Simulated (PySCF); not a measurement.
C3HBrClF, SMILES C(=C(Br)Cl)=CF.

Geometry optimised at ωB97X-D3(BJ)/def2-SVP. The structure was generated by enumeration, and PubChem lists no compound with its InChIKey, so it may never have been made.

Calculation: TDA-PBE0/def2-SVPD (PySCF 2.14.0).

Vertical excitations. The molecule is in vacuum.

Problem. Estimate the UV-visible absorptions. (Estimate from the structure and the level; the computed values follow.)

Solution. 
```
state  energy (eV)  λ (nm)      f                                                               main pairs
-----  -----------  ------  -----  -----------------------------------------------------------------------
S1            4.80     259  0.000                                                           HOMO→LUMO 94 %
S2            5.12     242  0.000                                                       HOMO−1→LUMO+1 92 %
S3            5.68     218  0.000                                                         HOMO→LUMO+2 91 %
S4            5.72     217  0.000  HOMO−1→LUMO 50 %, HOMO→LUMO+1 19 %, HOMO−2→LUMO 14 %, HOMO−1→LUMO+2 8 %
S5            6.14     202  0.092                   HOMO→LUMO+1 48 %, HOMO−2→LUMO 21 %, HOMO−1→LUMO+2 17 %
S6            6.21     200  0.002                                                       HOMO−2→LUMO+1 94 %
S7            6.32     196  0.001                                     HOMO−1→LUMO+2 57 %, HOMO−2→LUMO 41 %
S8            6.52     190  0.000                                                         HOMO−3→LUMO 93 %
S9            6.78     183  0.023                                     HOMO−3→LUMO+1 73 %, HOMO−4→LUMO 11 %
S10           6.93     179  0.179                    HOMO−2→LUMO+2 54 %, HOMO−4→LUMO 27 %, HOMO−1→LUMO 8 %
T1            3.81     325      0                                       HOMO→LUMO+1 77 %, HOMO−1→LUMO 12 %
T2            4.02     308      0                                       HOMO−1→LUMO 68 %, HOMO→LUMO+1 14 %
T3            4.38     283      0                                                           HOMO→LUMO 96 %
T4            4.72     263      0                                                       HOMO−1→LUMO+1 90 %
```
Triplets are in the Tamm–Dancoff approximation.
